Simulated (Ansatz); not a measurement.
A set of 12 reactions (ligand exchange), with CCSD(T)/CBS values in kJ/mol:

| reaction | ΔE |
| --- | --- |
| `CN([SiH3])[AsH2]` + `S[S][GeH3]` → `[GeH3][S]S[AsH2]` + `CN[SiH3]` | -53.4 |
| `[SiH3][BH][GaH2]` + CH₃SH → `CSB[SiH3]` + `[GaH3]` | -112.8 |
| `O[SiH2]C(O)O` + `O[SiH](Cl)Cl` → `O[SiH2]O[SiH](Cl)Cl` + `OCO` | -151.7 |
| `[InH2][CH]1C[SiH2]1` + H₂S → `[SH][InH2]` + `C1C[SiH2]1` | -98.2 |
| `[SiH3]O[SiH2]S` + `C=N` → `C=N[SiH2]O[SiH3]` + H₂S | 17.0 |
| `BB(O)S` + `[SiH3]N[SiH3]` → `BN([SiH3])[SiH3]` + `OBS` | -152.7 |
| `[CH3][Al]([Cl])[Cl]` + `N=C=O` → `O=C=[N][Al]([Cl])[Cl]` + CH₄ | -134.3 |
| `C[Se][SiH2]Cl` + `C[NH][GeH2][Cl]` → `C[N]([SiH2]Cl)[GeH2][Cl]` + `C[SeH]` | -2.2 |
| `B[SiH2]N` + H–F → `B[SiH2]F` + NH₃ | -84.4 |
| `[CH3][AlH][SiH2]Cl` + H₂Te → `[CH3][AlH][TeH]` + `[SiH3]Cl` | -128.5 |
| `C[SiH](F)[SeH]` + H–F → `C[SiH](F)F` + H₂Se | -85.7 |
| `[SH][SnH3]` + `NCF` → `FC[NH][SnH3]` + H₂S | 65.3 |

Calculated with Ansatz (gas phase, PBE0-D4/def2-TZVP geometries, no zero-point term in ΔE). CCSD(T)/CBS adds triple-zeta CCSD(T) − MP2 to the extrapolated MP2 energy (def2 sets, frozen cores). This one scheme is used for every species. DFT in def2-TZVPP. B3LYP here is the variant with VWN-RPA as its local correlation; programs differ in this. def2 core potentials past Kr. For As, Ga, Ge, In, Se, Sn, Te outer-core shells are correlated without core-valence functions, which leaves a few kJ/mol of doubt a bond. Scalar relativity is left out up to krypton. Each species was taken in one conformer, which may not be the lowest.

(1) Give the mean, mean absolute and largest difference (level minus CCSD(T)/CBS, kJ/mol) for: r2SCAN-D4, PBE0-D4, B3LYP-D4, ωB97M-V, B2PLYP, PBE, r2SCAN, PBE0, B3LYP, MP2/def2-TZVPP, SCS-MP2/def2-TZVPP, HF/def2-QZVPP, SCS-MP2/def2-QZVPP, HF/CBS(def2). (An estimate is asked.)

The largest T1 diagnostic in the set is 0.018, for `N=C=O` (customary mark 0.02).

CCSD(T)/CBS is a level of theory with its own doubt, and the functionals carry their triple-zeta basis error, so these figures describe this set and don't rank the functionals.

Answers

(1) The calculation gave: 
```csv
level,mean,mean absolute,largest
r2SCAN-D4,-0.8,5.1,-10.8
PBE0-D4,3.4,6.9,10.3
B3LYP-D4,-2.0,4.2,-9.5
ωB97M-V,-1.1,3.4,-6.8
B2PLYP,-3.4,4.0,-11.9
PBE,5.5,9.8,20.7
r2SCAN,-0.8,5.6,-11.9
PBE0,3.3,7.3,-12.3
B3LYP,-2.3,6.8,-15.9
MP2/def2-TZVPP,-3.0,4.6,-12.1
SCS-MP2/def2-TZVPP,-4.0,5.2,-8.1
HF/def2-QZVPP,-10.0,13.6,-31.1
SCS-MP2/def2-QZVPP,-3.6,4.2,-7.9
HF/CBS(def2),-10.1,13.7,-31.4
```
